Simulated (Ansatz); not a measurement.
**Cost against result**

The pair of HBr (SMILES Br, atoms 1–2) and C₂H₄ (SMILES C=C, atoms 3–8), both closed shells, in one local arrangement (a lower one may exist), relaxed at PBE0-D4/def2-TZVP:

| atom | x (Å) | y (Å) | z (Å) |
| --- | --- | --- | --- |
| Br1 | -0.0067 | 0.2077 | -2.9887 |
| H2 | -0.0027 | 0.1088 | -1.5575 |
| C3 | 0.4063 | 0.4713 | 0.7931 |
| C4 | -0.4032 | -0.5766 | 0.7193 |
| H5 | 1.4851 | 0.3584 | 0.7868 |
| H6 | 0.0220 | 1.4829 | 0.8672 |
| H7 | -1.4820 | -0.4640 | 0.7301 |
| H8 | -0.0189 | -1.5886 | 0.6497 |

Interaction energies are counterpoise-corrected; the time is that of the whole pair.

Ansatz 0.2.0; basis: as named in each row; cores frozen in the correlated methods. Filled d shells of the heavier atoms are correlated. The def2 sets are not built for correlating such inner shells, so the correlated values are less sure here. B3LYP uses VWN-RPA correlation. Extrapolation: Hartree–Fock as exp(−7.88 √X), correlation as X^−2.97.

Times are rough, for one single point on 4 threads of a shared host (Intel Xeon 6975P-C).

The estimate by CCSD(T) at an estimated basis limit (MP2 extrapolated from triple and quadruple zeta, plus CCSD(T) − MP2 in triple zeta) is -0.118 eV.

```
   method        basis  time (s)  interaction energy (eV)  method less estimate
       HF       STO-3G   under 1                    0.061                 0.179
   PBE-D4       STO-3G   under 1                   -0.090                 0.028
    SPW92     def2-SVP   under 1                   -0.217                -0.099
   PBE-D4     def2-SVP   under 1                   -0.146                -0.028
 B3LYP-D4        6-31G   under 1                   -0.152                -0.034
  PBE0-D4     def2-SVP   under 1                   -0.138                -0.020
revPBE-D4  def2-TZVPPD   under 1                   -0.135                -0.017
   PBE-D4  def2-TZVPPD   under 1                   -0.156                -0.038
  BLYP-D4  def2-TZVPPD   under 1                   -0.125                -0.007
  wB97M-V     def2-SVP         1                   -0.100                 0.018
 HSE06-D4  def2-TZVPPD         1                   -0.149                -0.031
  CCSD(T)     def2-SVP         1                   -0.019                 0.099
  PBE0-D4  def2-TZVPPD         1                   -0.148                -0.030
 B3LYP-D4  def2-TZVPPD         1                   -0.128                -0.010
r2SCAN-D4  def2-TZVPPD         1                   -0.143                -0.025
   B2PLYP  def2-TZVPPD         2                   -0.084                 0.034
   B97M-V  def2-TZVPPD         3                   -0.120                -0.002
  wB97X-V  def2-TZVPPD         3                   -0.114                 0.004
  wB97M-V  def2-TZVPPD         3                   -0.114                 0.004
      MP2  def2-QZVPPD         8                   -0.142                -0.024
  CCSD(T)  def2-TZVPPD        20                   -0.093                 0.025
```

The T1 diagnostic stays at or below 0.011.
